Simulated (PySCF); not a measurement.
**Working out the ionisation energy of Ne²⁺**

Ne²⁺ [He] 2s2 2p4 (3P) → Ne³⁺ [He] 2s2 2p3 (4S). All numbers are calculated (PySCF 2.14, the spin-free X2C one-electron Hamiltonian (Gaussian nucleus), in aug-cc-pCVTZ-DK (7s6p4d2f, 59 functions)). Frozen: nothing. Energies in hartree (1 hartree = 27.21139 eV):

| part | Ne²⁺ (lower) | Ne³⁺ (upper) |
| --- | --- | --- |
| UHF | -126.505434 | -124.234276 |
| CCSD correlation | -0.222653 | -0.175338 |
| (T) | -0.001851 | -0.001119 |

Question: What does Hartree-Fock give?

Answer: (-124.234276) − (-126.505434) = 2.271158 hartree = 61.801 eV.

Question: What do CCSD and CCSD(T) give?

Answer: The CCSD correlation energies differ by 0.047315 hartree = 1.288 eV and the triples by 0.000732 hartree = 0.020 eV, so CCSD gives 63.089 eV and CCSD(T) 63.109 eV.

A first-order spin-orbit estimate adds 0.037 eV to CCSD(T) (valence and next inner shell), giving 63.146 eV against 63.423 eV (measured; NIST Atomic Spectra Database, ionization energies).

What remains against the reference includes basis incompleteness and higher excitations.
